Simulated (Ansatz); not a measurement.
Cu₄Ag⁺. Total charge 1; singlet. Geometry PBE-D4/def2-SVP; atoms count from 1.

```xyz
5

Ag    1.447    0.476   -1.585
Cu    0.984   -0.448    0.821
Cu   -0.659   -0.871   -0.805
Cu   -1.365   -0.449    1.495
Cu   -0.407    1.292    0.075
```

In the def2 sets Ag takes a core potential; there is no spin–orbit coupling. The restricted singlet is unstable towards broken spin symmetry in Hartree–Fock (as tested in another run); at PBE0-D4/def2-TZVP this wasn't settled. The structure comes from a short search, and lower isomers may exist.

(1) Estimate the Mulliken populations from the PBE0/def2-TZVP orbitals of Ansatz.

(2) And the Mayer bond orders between heavy atoms (over 0.3)?

Results:

(1) 
```
atom  charge (e)  d electrons
 Ag1       -0.07         9.85
 Cu2        0.34         9.88
 Cu3        0.34         9.88
 Cu4        0.04         9.86
 Cu5        0.34         9.88
```
Mulliken values depend strongly on the basis.

(2) Ag1–Cu2 0.34 (2.62 Å); Ag1–Cu3 0.34 (2.62 Å); Ag1–Cu5 0.34 (2.62 Å); Cu2–Cu3 0.34 (2.35 Å); Cu2–Cu4 0.40 (2.44 Å); Cu2–Cu5 0.34 (2.35 Å); Cu3–Cu4 0.40 (2.44 Å); Cu3–Cu5 0.34 (2.35 Å); Cu4–Cu5 0.40 (2.44 Å).
